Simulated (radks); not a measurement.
Results of a calculation; reference values are marked as such.
Task: Level of theory: scalar-relativistic Kohn-Sham, LB94 model potential, spin-polarised, spherical densities, finite nucleus; open shells are filled with parallel spins first (spin-orbit coupling, left out, can overturn this in heavy ions); Fermi nuclear charge, rms radius of each element as measured or else 0.836 A^(1/3) + 0.57 fm (a radial shooting solver on a logarithmic mesh with Libxc functionals). Response by self-consistent Sternheimer equations with the Hartree and adiabatic LDA kernel, the relativistic mass of each level held fixed and spin-orbit coupling left out. For heavy and open-shell atoms this level of theory can miss by tens of per cent. Rank Sn+, Al, Li+, B+, Pt (NIST ground configurations) by static dipole polarisability, largest first.

Result: Al 57.23, Pt 30.89, Sn+ 22.61, B+ 10.92, Li+ 0.1984 bohr^3.
